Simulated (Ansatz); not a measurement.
Consider the ligand exchange at a Zr–C bond: `C#[C][Zr]([OH])([OH])[C]#C` + HCl → `C#[C][Zr]([OH])([OH])[Cl]` + acetylene.

Isolated molecules relaxed with PBE0-D4/def2-TZVP in Ansatz; ΔE leaves out vibrations. CBS: MP2 limit from def2 TZ/QZ plus the TZ coupled-cluster correction, frozen cores. This one scheme is used for every species. DFT in def2-TZVPP. def2 core potentials past Kr. For Zr outer-core shells are correlated without core-valence functions, which leaves a few kJ/mol of doubt a bond. One conformer a species, not always the lowest.

`C#[C][Zr]([OH])([OH])[C]#C`:

```xyz
11

C    -1.444   -2.394   -1.404
C    -0.743   -1.595   -0.814
Zr    0.486   -0.106    0.241
O     0.663   -0.651    2.054
O     2.157    0.034   -0.653
C    -0.490    1.865    0.202
C    -1.055    2.940    0.162
H    -2.063   -3.091   -1.922
H     0.965   -0.926    2.915
H     3.076    0.041   -0.907
H    -1.554    3.883    0.126
```

HCl:

```xyz
2

Cl    0.037   -0.144   -0.622
H    -0.037    0.144    0.622
```

`C#[C][Zr]([OH])([OH])[Cl]`:

Cartesian coordinates in Å:
```
C 0.709 -2.026 1.696
C 0.315 -1.107 1.007
Zr -0.428 0.557 -0.211
O 0.948 1.861 -0.294
O -0.846 -0.136 -1.928
Cl -2.361 1.478 0.787
H 1.054 -2.833 2.304
H 1.589 2.533 -0.508
H -0.980 -0.327 -2.852
```

`C#C`:

```xyz
4

C     0.001   -0.597    0.038
C    -0.001    0.597   -0.038
H     0.003   -1.660    0.105
H    -0.003    1.660   -0.105
```

CCSD(T)/CBS gives -137.6 kJ/mol.

**Question.** Another level gave -134.6 kJ/mol. Which?
A. HF/def2-TZVPP
B. PBE-D4/def2-TZVPP
C. RPA@PBE/def2-TZVPP
D. r2SCANh-D4/def2-TZVPP

**Answer.** B. PBE-D4 -134.6, HF/def2-TZVPP -145.3, r2SCANh-D4 -141.1, RPA@PBE/def2-TZVPP -121.8 kJ/mol.

Largest T1 diagnostic among the species: 0.017.

In def2-TZVPP, CCSD(T) changes the Hartree–Fock value by +14.6 kJ/mol (the triples alone add +1.8 kJ/mol) and MP2 by +11.4 kJ/mol. From PBE to PBE0 (25 % exact exchange), in def2-TZVPP and without D4, ΔE moves by −3.8 kJ/mol. Leaving LDA and LC-ωPBE aside and taking each functional with its dispersion term where it has one, the values, not all of them listed here, spread over 11.7 kJ/mol, from BHLYP-D4 to revPBE-D4. LDA lies −4.6 kJ/mol from PBE without D4.

CCSD(T)/CBS has its own doubt, a few kJ/mol and more with outer-core shells, so smaller differences from it don't rank the levels.
